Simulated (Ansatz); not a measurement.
`CC[SiH](F)S` + H₂ → `C[SiH](F)S` + CH₄  (hydrogenolysis of a C–C bond)

Isolated molecules relaxed with PBE0-D4/def2-TZVP in Ansatz; ΔE leaves out vibrations. CCSD(T)/CBS is the MP2 limit (def2-TZVPP, def2-QZVPP) plus CCSD(T) − MP2 in def2-TZVPP, frozen cores. This one scheme is used for every species. Functionals use def2-TZVPP. B3LYP here is the variant with VWN-RPA as its local correlation; programs differ in this. HSE06 is defined as in plane-wave codes. One conformer a species, not always the lowest.

```
             level  ΔE (kJ/mol)  difference from CCSD(T)/CBS
       LDA (SPW92)        -75.0                          3.6
         revPBE-D4        -71.4                          7.2
         r2SCAN-D4        -81.2                         -2.6
            B97M-V        -88.1                         -9.5
           PBE0-D4        -79.7                         -1.1
          B3LYP-D4        -81.5                         -2.9
        r2SCANh-D4        -81.8                         -3.2
        r2SCAN0-D4        -82.6                         -4.0
          HSE06-D4        -79.9                         -1.3
          BHLYP-D4        -85.2                         -6.6
      CAM-B3LYP-D4        -83.6                         -5.0
           ωB97X-V        -79.5                         -0.9
           ωB97M-V        -80.3                         -1.7
            B2PLYP        -85.8                         -7.2
          PBE-QIDH        -81.6                         -3.0
               PBE        -82.4                         -3.8
            revPBE        -85.6                         -7.0
              BLYP        -89.8                        -11.2
              PBE0        -84.6                         -6.0
             B3LYP        -90.3                        -11.7
           r2SCANh        -83.6                         -5.0
           r2SCAN0        -84.5                         -5.9
             HSE06        -84.5                         -5.9
             BHLYP        -92.0                        -13.4
         CAM-B3LYP        -88.7                        -10.1
           LC-ωPBE        -84.6                         -6.0
RPA@PBE/def2-TZVPP        -75.9                          2.7
       HF/def2-SVP        -97.4                        -18.8
      MP2/def2-SVP        -75.5                          3.1
     CCSD/def2-SVP        -80.6                         -2.0
  CCSD(T)/def2-SVP        -77.4                          1.2
     HF/def2-TZVPP        -97.9                        -19.3
SCS-MP2/def2-TZVPP        -79.5                         -0.9
   CCSD/def2-TZVPP        -83.0                         -4.4
     HF/def2-QZVPP        -98.0                        -19.4
    MP2/def2-QZVPP        -76.4                          2.2
SCS-MP2/def2-QZVPP        -79.2                         -0.6
      HF/CBS(def2)        -98.0                        -19.4
     MP2/CBS(def2)        -76.1                          2.5
    CCSD/CBS(def2)        -82.3                         -3.7
       CCSD(T)/CBS        -78.6                            0
```

Largest T1 diagnostic among the species: 0.011.

The D4 term adds +8.8 kJ/mol with B3LYP and +4.9 kJ/mol with PBE0; it sums over pairs of atoms, weighted by their polarisabilities, and B3LYP, whose exchange is more repulsive, gets the larger term. In def2-TZVPP, CCSD(T) changes the Hartree–Fock value by +18.5 kJ/mol (the triples alone add +3.6 kJ/mol) and MP2 by +21.1 kJ/mol. Leaving LDA and LC-ωPBE aside and taking each functional with its dispersion term where it has one, the values spread over 16.7 kJ/mol, from B97M-V to revPBE-D4. LDA lies +7.4 kJ/mol from PBE without D4.

CCSD(T)/CBS has its own doubt, a few kJ/mol and more with outer-core shells, so smaller differences from it don't rank the levels.
